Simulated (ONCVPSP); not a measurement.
Ti: ONCV pseudisation with PBE, scalar-relativistic reference atom.

* Element: Ti (Z = 22)
* Generator: ONCVPSP 4.0.1
* Type: optimised norm-conserving Vanderbilt (ONCV)
* Functional: PBE
* Relativity: scalar-relativistic
* Frozen core: [Ar]
* Valence charge: 4
* Reference configuration: 3d2 (charge +2)
* Partial waves: s scattering state at 0.07 Ha: rc 2.00 bohr, ncon 4, nbas 7, qcut 2.7 1/bohr, 1 projector; p scattering state at 0.33 Ha: rc 2.25 bohr, ncon 3, nbas 6, qcut 3.9 1/bohr, 1 projector; 3d: rc 2.10 bohr, ncon 3, nbas 8, qcut 7.7 1/bohr, 2 projectors, debl 1.2 Ha
* Local potential: polynomial inside 1.90 bohr (lpopt 1, dvloc0 4 Ha)
* Core correction: none

In the s channel the program set the typed energies aside and used 0.050 Ha. In the p channel the program set the typed energies aside and used 0.050 Ha.

All-electron outer shells of the reference configuration (PBE, scalar-relativistic, ld1.x):

| shell | level (eV) | outermost node (bohr) | outermost maximum (bohr) |
| --- | --- | --- | --- |
| 3d | -19.68 | – | 0.97 |

Problem. Does the generator finish with these settings?

Solution. Yes, a potential is produced and its reference levels are reproduced.

Problem. Estimate the cutoffs (Ha) at which the residual kinetic energy of the hardest occupied pseudo-wave falls to 1 and 0.1 mHa per electron.

Solution. 21 Ha and 24 Ha.

Problem. Does the potential have ghost states?

Solution. No bound ghost flagged; no localised positive-energy state flagged.

Problem. Tests: 3d2 4s2; 3d2 4s1; 3d1; 3d3. Which has the largest error in its energy relative to the reference configuration, and how large is it?

Solution. 3d2 4s2, with +1056 meV (all-electron minus pseudo) on -20.92 eV.
